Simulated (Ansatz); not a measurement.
Relaxation of GeH₂OS (5 atoms, charge 0, multiplicity 1), to a largest force component of 0.02 eV/Å in at most 50 steps.

All numbers below come from Ansatz 0.2.0, RKS r2SCANh/def2-SVPD.

```xyz
5
Properties=species:S:1:pos:R:3
O -1.371 -1.169 0.141
Ge -0.721 0.512 -0.024
S 1.414 0.354 -0.509
H -0.871 -1.516 0.896
H 1.599 1.744 -0.544
```

Question: Where does it end, and by what steps?

Answer: The run converged. After 6 steps the energy has fallen by 0.460 eV; H4 moved furthest, 0.42 Å.

| step | energy less start (eV) | largest force component (eV/Å) | accepted |
| --- | --- | --- | --- |
| 0 | 0.0000 | 1.587 | yes |
| 1 | -0.2040 | 0.833 | yes |
| 2 | -0.2902 | 1.206 | yes |
| 3 | -0.3340 | 1.682 | yes |
| 4 | -0.4561 | 0.387 | yes |
| 5 | -0.4552 | 0.078 | no |
| 6 | -0.4603 | 0.005 | yes |

```xyz
5
Properties=species:S:1:pos:R:3
O -1.343 -1.004 0.403
Ge -0.909 0.637 -0.166
S 1.342 0.340 -0.208
H -0.639 -1.641 0.567
H 1.600 1.594 -0.637
```

Whether the end is a true minimum wasn't checked by a vibrational analysis.

The run took 24 s on 2 threads of Arm Neoverse V2 (shared host), peak memory 0.24 GiB.
